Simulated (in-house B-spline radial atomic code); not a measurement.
Checks on a self-consistent run for Yb, [Xe] 4f14 6s1 8f1. Level of theory: Dirac-Hartree-Fock, average of configuration, Fermi nucleus of rms radius 5.3108 fm; calculated with a B-spline radial code for spherical atoms.

| orbital | q | ε (Eh) | <1/r> | <r²> | small-component weight |
| --- | --- | --- | --- | --- | --- |
| 1s1/2 | 2 | -2267.84998 | 80.6117 | 0.000529863 | 0.068978 |
| 2s1/2 | 2 | -389.10725 | 19.481 | 0.00814181 | 0.015506 |
| 2p1/2 | 2 | -370.27285 | 19.4084 | 0.00587419 | 0.015519 |
| 2p3/2 | 4 | -331.70512 | 16.68 | 0.00708125 | 0.014179 |
| 3s1/2 | 2 | -89.92566 | 7.15558 | 0.0533135 | 0.0050576 |
| 3p1/2 | 2 | -81.63920 | 7.05758 | 0.0493447 | 0.0049842 |
| 3p3/2 | 4 | -73.31100 | 6.36188 | 0.0559968 | 0.0046109 |
| 3d3/2 | 4 | -59.40903 | 6.2316 | 0.0440096 | 0.0044673 |
| 3d5/2 | 6 | -57.60773 | 6.06316 | 0.0458507 | 0.0043606 |
| 4s1/2 | 2 | -18.88899 | 2.96436 | 0.269602 | 0.0015981 |
| 4p1/2 | 2 | -15.49224 | 2.85093 | 0.281759 | 0.0015108 |
| 4p3/2 | 4 | -13.59087 | 2.62209 | 0.317322 | 0.001382 |
| 4d3/2 | 4 | -7.99530 | 2.39218 | 0.358917 | 0.0011883 |
| 4d5/2 | 6 | -7.63951 | 2.33267 | 0.373784 | 0.0011492 |
| 5s1/2 | 2 | -2.65541 | 1.07104 | 1.72038 | 0.00029577 |
| 5p1/2 | 2 | -1.63586 | 0.944131 | 2.19442 | 0.0002349 |
| 5p3/2 | 4 | -1.39904 | 0.861909 | 2.56899 | 0.00020041 |
| 4f5/2 | 6 | -0.75652 | 1.77582 | 0.731316 | 0.0007199 |
| 4f7/2 | 8 | -0.69785 | 1.74251 | 0.773755 | 0.00069874 |
| 6s1/2 | 1 | -0.39529 | 0.328004 | 15.8979 | 2.89e-05 |
| 8f5/2 | 0.42857 | -0.01023 | 0.0205672 | 5114.29 | 2.7811e-07 |
| 8f7/2 | 0.57143 | -0.01023 | 0.0205674 | 5114.45 | 2.7867e-07 |

Electron-electron repulsion V_ee = 5240.8612 hartree.

Task: What total energy follows from the eigenvalues?

Result: The eigenvalues count the repulsion twice, so E = Σqε - V_ee = -8826.587 - 5240.861 = -14067.448 hartree; the run printed -14067.448.

Task: Does the Dirac virial theorem hold?

Result: For a point nucleus E = -2c²Σq·w, with w the small-component weight. Here Σq·w = 0.37448 and c = 137.0360, so the ratio E/(-2c²Σq·w) is 1.000203; the finite nucleus accounts for the departure from 1.

Task: What diamagnetic shielding (Lamb formula) and susceptibility (Langevin formula) do the radii give?

Result: σ = (α²/3)Σq<1/r> = 499.007/(3·137.036²) = 8857.6 ppm, and χ = -0.79199×10⁻⁶·Σq<r²> = -4091×10⁻⁶ cm³/mol with Σq<r²> = 5166 bohr². Both are non-relativistic formulas without the paramagnetism of open shells; for so heavy an element the full relativistic shielding is larger by tens of per cent.
